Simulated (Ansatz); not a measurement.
Ansatz (a first-principles code) input:

Ansatz 0.2 input:
```yaml
crystal:
  periodic: [false, false, false]
  atoms:
    - {symbol: Mo, position_ang: [0.04899193, 0.10967099, -0.08613689]}
    - {symbol: H, position_ang: [0.70104025, 1.39823379, -1.03369457]}
    - {symbol: H, position_ang: [-0.79930365, 0.64262887, 1.25812113]}
    - {symbol: H, position_ang: [1.09366231, -0.42504469, 1.11106006]}
    - {symbol: H, position_ang: [-1.49529406, -0.34042715, -0.55738518]}
    - {symbol: H, position_ang: [0.39949570, -1.40836203, -0.70493827]}
basis:
  gaussian:
    orbitals: def2-TZVP
hamiltonian:
  xc: b3lyp
  dispersion: d3bj
total_charge: 1
relax: {f_tol: 0.002, max_steps: 150}
```

### Question
Predict the final energy.

### Answer
-70.79691 Eh (B3LYP-D3(BJ)/def2-TZVP). The basis has 70 functions. The run takes very roughly 23 core-seconds.

The spin state was set by rule; other spins were not relaxed.
